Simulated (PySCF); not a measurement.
Be(SMe)(GeH3) (CH6BeGeS), SMILES C[S][Be][GeH3].

The structure is a stationary point at B3LYP-D3(BJ)/def2-SVP. The structure was generated by enumeration; whether it is a known compound was not checked. One conformer was computed; it need not be the lowest.

Level of theory: PySCF 2.14.0 with TDA-PBE/def2-SVPD.

Vertical excitations. Isolated molecule, no solvent.

### Question
List the lowest excited states. (An estimate is asked for; the answer gives what the named calculation found.)

### Answer

```json
[
 {"state": "S1", "energy (eV)": "3.83", "λ (nm)": "324", "f": "0.000", "main pairs": "HOMO→LUMO 100 %"},
 {"state": "S2", "energy (eV)": "4.61", "λ (nm)": "269", "f": "0.015", "main pairs": "HOMO−1→LUMO 88 %"},
 {"state": "S3", "energy (eV)": "5.08", "λ (nm)": "244", "f": "0.127", "main pairs": "HOMO→LUMO+1 77 %"},
 {"state": "S4", "energy (eV)": "5.31", "λ (nm)": "233", "f": "0.003", "main pairs": "HOMO−1→LUMO+1 78 %, HOMO→LUMO+2 14 %"},
 {"state": "S5", "energy (eV)": "5.46", "λ (nm)": "227", "f": "0.026", "main pairs": "HOMO→LUMO+2 84 %"},
 {"state": "S6", "energy (eV)": "5.60", "λ (nm)": "221", "f": "0.048", "main pairs": "HOMO−2→LUMO 76 %"},
 {"state": "S7", "energy (eV)": "5.67", "λ (nm)": "219", "f": "0.006", "main pairs": "HOMO−3→LUMO 89 %"},
 {"state": "S8", "energy (eV)": "5.86", "λ (nm)": "212", "f": "0.010", "main pairs": "HOMO−4→LUMO 84 %"},
 {"state": "S9", "energy (eV)": "6.13", "λ (nm)": "202", "f": "0.003", "main pairs": "HOMO→LUMO+3 78 %"},
 {"state": "S10", "energy (eV)": "6.24", "λ (nm)": "199", "f": "0.294", "main pairs": "HOMO−1→LUMO+2 75 %"},
 {"state": "T1", "energy (eV)": "3.62", "λ (nm)": "342", "f": "0", "main pairs": "HOMO→LUMO 100 %"},
 {"state": "T2", "energy (eV)": "3.94", "λ (nm)": "315", "f": "0", "main pairs": "HOMO−1→LUMO 94 %"},
 {"state": "T3", "energy (eV)": "4.07", "λ (nm)": "305", "f": "0", "main pairs": "HOMO→LUMO+1 97 %"},
 {"state": "T4", "energy (eV)": "4.57", "λ (nm)": "272", "f": "0", "main pairs": "HOMO−1→LUMO+1 94 %"}
]
```
Triplets are in the Tamm–Dancoff approximation.
